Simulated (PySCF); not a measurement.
Delta-SCF ions had no search for a lower state. Excitations are Tamm–Dancoff values on a coarser integration grid. The basis has no diffuse functions, so Rydberg states are missing or too high.

Cartesian coordinates (Å):
```xyz
7

C     -1.3195     0.0100    -0.0021
C     -0.0207     0.0112    -0.0123
C      1.2774    -0.0417    -0.0140
F      2.0464     1.0418    -0.2146
H     -1.8790     0.1762     0.9141
H     -1.8920    -0.1492    -0.9116
H      1.8527    -0.9462     0.1429
```
Charge 0, spin multiplicity 1.

**Question.** What is the computed S1 excitation (TDA), HOMO, HOMO–LUMO gap, vertical ionisation energy (Delta-SCF), T1 excitation (TDA), S1–T1 gap (TDA), LUMO and dipole moment (PBE0-D3(BJ)/def2-TZVP (PySCF))?

**Answer.** 
The S1 excitation (TDA) is 4.93 eV, the HOMO comes out as -7.49 eV and the HOMO–LUMO gap comes out as 6.84 eV. The vertical ionisation energy (Delta-SCF) comes out as 9.84 eV, the T1 excitation (TDA) comes out as 4.38 eV and the S1–T1 gap (TDA) is 0.55 eV. The LUMO comes out as -0.65 eV and the dipole moment is 1.71 D.
